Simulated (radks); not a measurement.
Results of a calculation; reference values are marked as such.
Task: These are the eigenvalues of the occupied orbitals of an atom or ion with whole-number occupations (hartree). Code: a radial shooting solver on a logarithmic mesh with Libxc functionals. Model: non-relativistic Kohn-Sham, TPSS, spin-polarised, spherical densities, point nucleus; meta-GGA in the generalised Kohn-Sham scheme.

| orbital | eigenvalue |
|---|---|
| 1s up | -894.8167 |
| 1s down | -893.9511 |
| 2s up | -204.1052 |
| 2s down | -202.6890 |
| 2p up | -199.2608 |

Which element is it, and in what charge state? The configuration may be excited. Open shells, if any, are filled with parallel spins first.

Result: Z = 44, ruthenium, charge +38: Ru38+ in [He] 2s2 2p2. The list shows which subshells hold electrons but not how many an open one holds; the 1s level, -894.82 hartree, gives Z - s = 42.3 by -(Z - s)^2/2, which with screening narrows Z to a few neighbours, and the depths of the outer levels then fix element, charge and occupations together.
